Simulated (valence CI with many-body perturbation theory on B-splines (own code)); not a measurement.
Results of a calculation; reference values are marked as such.
**La25+ in three bases**

Method: relativistic CI+MBPT: four valence electrons over a frozen Dirac-Fock core [Ar] 3d10, radial functions for each j: 9 s, 9 p, 8 d, 6 f, 3 g, 1 h, with the one-electron correlation potential Σ1 (screened to all orders), the two-electron term Σ2, the three-electron term Σ3, Breit, model QED; selected single and double excitations, second order for the rest, scaled by the run's own slope (own B-spline code, finite nucleus).

No measured spectrum was set against this ion. As an estimate, levels hold to about 250 cm⁻¹ or 0.2 % of their energy and the worst to 1 %, as in measured heavy ions of charge 2 to 7; those with d or f electrons hold less well.

The reference run has the lowest level (4s^2 4p1/2^2) J=0 and an ionisation energy of 866.987 eV. Its largest variational space holds 20001 state functions.

Levels are named by their leading jj configuration (3d3/2^4 stands for four electrons in 3d with j = 3/2), which in mixed levels can hold well under half, so a name can repeat and another be missing. Letters in brackets count levels of one name in rising energy.

Changed runs:
A. basis 6 s, 6 p, 5 d, 3 f, 1 g
B. basis 5 s, 5 p, 4 d, 2 f

Excitation energies of the reference run in cm⁻¹, and shifts in cm⁻¹:

```tsv
Level	Reference	A	B
(4s^2 4p1/2 4p3/2) J=1	160321	-80	-268
(4s^2 4p1/2 4p3/2) J=2	182489	+13	+133
(4s^2 4p3/2^2) J=2	359665	-31	+20
(4s^2 4p3/2^2) J=0	411039	+90	+565
(4s 4p1/2^2 4p3/2) J=2	606781	-172	-579
(4s 4p1/2^2 4p3/2) J=1	685758	+8.1	+161
(4s 4p1/2 4p3/2^2) J=2 [a]	760332	-168	-507
(4s 4p1/2 4p3/2^2) J=3	800917	-84	-177
(4s 4p1/2 4p3/2^2) J=0	846551	+8.2	+232
(4s 4p1/2 4p3/2^2) J=2 [b]	864901	-37	+10
(4s 4p1/2 4p3/2^2) J=1 [a]	865846	-8.8	+153
(4s 4p1/2 4p3/2^2) J=1 [b]	910944	+105	+593
Ionisation energy (eV)	866.987	-0.033	-0.123
```
